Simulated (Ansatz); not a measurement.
`C[O][Ga]([OH])[F]`, charge 0, multiplicity 1.

Give a relaxed structure at PBE0-D4/def2-TZVP (Ansatz 0.2.0). (An estimate is asked.)

Computed: 
Z-matrix (Å, degrees):
```
C
O 1 1.414
H 1 1.094 2 109.4
H 1 1.095 2 113.1 3 -120.8
H 1 1.094 2 109.3 3 118.4
Ga 2 1.762 1 122.9 3 119.4
F 6 1.743 2 118.5 1 0.3
O 6 1.763 2 123.5 1 -179.7
H 8 0.960 6 112.8 2 -0.0
```
Point group Cs.
This is one stationary point; other conformers may exist.
